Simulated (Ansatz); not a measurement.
ClH2OSn, SMILES `[OH][SnH][Cl]` radical at its PBE0-D4/def2-TZVP geometry, where that method's forces vanish. Charge 0, multiplicity 2. Sn takes the def2 core potential.

```xyz
5

O     0.7451   -1.0781   -0.4926
Sn    0.2064    0.7825   -0.1692
Cl   -1.0386    0.7165    1.8261
H     0.9705   -1.5577    0.3098
H    -0.8834    1.1368   -1.4741
```

**Question.** What forces (eV/Å) does B3LYP-D4/def2-TZVPP give on these atoms in the Gaussian-basis code of Ansatz? (Estimate.)

**Answer.** Ansatz gave: 
```
O1   0.078 -0.328 -0.070
Sn2  0.185  0.395 -0.136
Cl3 -0.193 -0.014  0.297
H4   0.023 -0.062  0.015
H5  -0.092  0.009 -0.107
```

B3LYP here is the variant with VWN-RPA as its local correlation; programs differ in this.
